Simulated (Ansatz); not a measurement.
Relaxation of C3H11NSi2 (17 atoms, charge 0, multiplicity 1), to a largest force component of 0.02 eV/Å in at most 40 steps.

These are results of UKS LDA/STO-3G (Ansatz 0.2.0), not measurements.

```xyz
17
Properties=species:S:1:pos:R:3
Si -0.777 -1.908 1.249
N 0.003 -0.566 0.546
C 0.892 -0.626 -0.615
C 1.360 0.842 -0.956
C 0.007 1.675 -0.847
Si -0.955 0.880 0.593
H -1.897 -2.270 0.334
H 0.169 -2.970 1.356
H -1.337 -1.491 2.623
H 1.833 -1.196 -0.343
H 0.429 -1.096 -1.448
H 1.736 0.917 -1.939
H 1.990 1.226 -0.258
H 0.209 2.745 -0.616
H -0.586 1.595 -1.746
H -2.357 0.654 0.223
H -0.740 1.590 1.884
```

**Question.** Where does it end, and by what steps?

**Answer.** It converged. Limits of this set-up: minimal basis. After 10 steps the energy has fallen by 0.896 eV; H7 moved furthest, 0.70 Å.

```json
{"step": "0", "energy less start (eV)": "0.0000", "largest force component (eV/Å)": "6.220", "accepted": "yes"}
{"step": "1", "energy less start (eV)": "-0.7527", "largest force component (eV/Å)": "0.810", "accepted": "yes"}
{"step": "2", "energy less start (eV)": "-0.8396", "largest force component (eV/Å)": "0.328", "accepted": "yes"}
{"step": "3", "energy less start (eV)": "-0.8709", "largest force component (eV/Å)": "0.246", "accepted": "yes"}
{"step": "4", "energy less start (eV)": "-0.8841", "largest force component (eV/Å)": "0.314", "accepted": "yes"}
{"step": "5", "energy less start (eV)": "-0.8889", "largest force component (eV/Å)": "0.193", "accepted": "yes"}
{"step": "6", "energy less start (eV)": "-0.8933", "largest force component (eV/Å)": "0.145", "accepted": "yes"}
{"step": "7", "energy less start (eV)": "-0.8809", "largest force component (eV/Å)": "0.386", "accepted": "no"}
{"step": "8", "energy less start (eV)": "-0.8955", "largest force component (eV/Å)": "0.038", "accepted": "yes"}
{"step": "9", "energy less start (eV)": "-0.8959", "largest force component (eV/Å)": "0.025", "accepted": "yes"}
{"step": "10", "energy less start (eV)": "-0.8961", "largest force component (eV/Å)": "0.010", "accepted": "yes"}
```

```xyz
17
Properties=species:S:1:pos:R:3
Si -0.688 -2.004 1.293
N -0.229 -0.549 0.468
C 0.716 -0.634 -0.664
C 1.265 0.798 -0.929
C 0.086 1.797 -0.811
Si -0.985 1.020 0.514
H -1.566 -2.866 0.507
H 0.503 -2.779 1.607
H -1.389 -1.626 2.505
H 1.552 -1.328 -0.427
H 0.241 -1.014 -1.603
H 1.756 0.851 -1.917
H 2.022 1.033 -0.160
H 0.444 2.808 -0.570
H -0.461 1.851 -1.765
H -2.401 1.009 0.160
H -0.882 1.631 1.833
```

Whether the end is a true minimum wasn't checked by a vibrational analysis.

The run took 43 s on 1 thread of Arm Neoverse V2 (shared host), peak memory 0.15 GiB.
